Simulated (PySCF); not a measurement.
The PySCF input:
```python
from pyscf import gto, scf, dft

mol = gto.Mole()
mol.atom = '''
    C    -0.000000   -0.000000   -1.079034
    S     0.000000    0.000000    0.404638
'''
mol.basis = 'def2-svp'
mol.charge = 1
mol.spin = 1
mol.verbose = 4
mol.build()

mf = dft.UKS(mol)
mf.xc = 'pbe0'
mf.kernel()
mo_i, mo_e, stable_i, stable_e = mf.stability(internal=True, external=False, return_status=True, nroots=6, tol=1e-6)
print('internally stable:', stable_i, ' externally stable:', stable_e)
if not stable_i:
    umf = mf.copy()
    umf.scf_summary = {}
    umf.kernel(umf.make_rdm1(mo_i, mf.mo_occ))
```

Task: What total energy does PBE0/def2-SVP (PySCF) give?

Result: -435.447546 Ha

Task: What is the computed number of basis functions (PBE0/def2-SVP)?

Result: 32

Task: Predict the Mulliken (on the basis functions themselves) charges in atom order from PBE0/def2-SVP.

Result: C1 0.38, S2 0.62

Task: What HOMO energy does PBE0/def2-SVP give?

Result: -18.65 eV

Task: Predict the nuclear repulsion energy from PBE0/def2-SVP.

Result: 34.2401 Eh

These values belong to the state on which the SCF converged, which isn't shown to be the lowest.
